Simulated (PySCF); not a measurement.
The same groups moved round the core (benzothiophene boryl+boryl). Isolated molecules, 0 K electronic values unless said otherwise. One relaxed conformer stands for each flexible species; it need not be the lowest. Strings in code marks are SMILES.

These are PySCF 2.14.0 with PBE-D3(BJ)/def2-TZVP // PBE0-D4/def2-SVP values and carry that method's errors. All candidates: neutral, multiplicity 1. Excitations are Tamm–Dancoff values on a coarser integration grid. The basis has no diffuse functions, so Rydberg states are missing or too high.

```json
{
 "LUMO": "-3.79 eV",
 "T1 excitation (TDA)": "1.97 eV",
 "HOMO": "-5.93 eV"
}
```

Task: Name which member has these values.
A. `Bc1cc(B)c2ccsc2c1`
B. `Bc1ccc2scc(B)c2c1`
C. `Bc1ccc(B)c2sccc12`
D. `Bc1cc(B)c2sccc2c1`

Result: C, `Bc1ccc(B)c2sccc12`. The others give `Bc1cc(B)c2sccc2c1`: -3.28 eV, 2.48 eV, -5.99 eV; `Bc1cc(B)c2ccsc2c1`: -3.31 eV, 2.52 eV, -6.06 eV; `Bc1ccc2scc(B)c2c1`: -3.13 eV, 2.70 eV, -6.10 eV
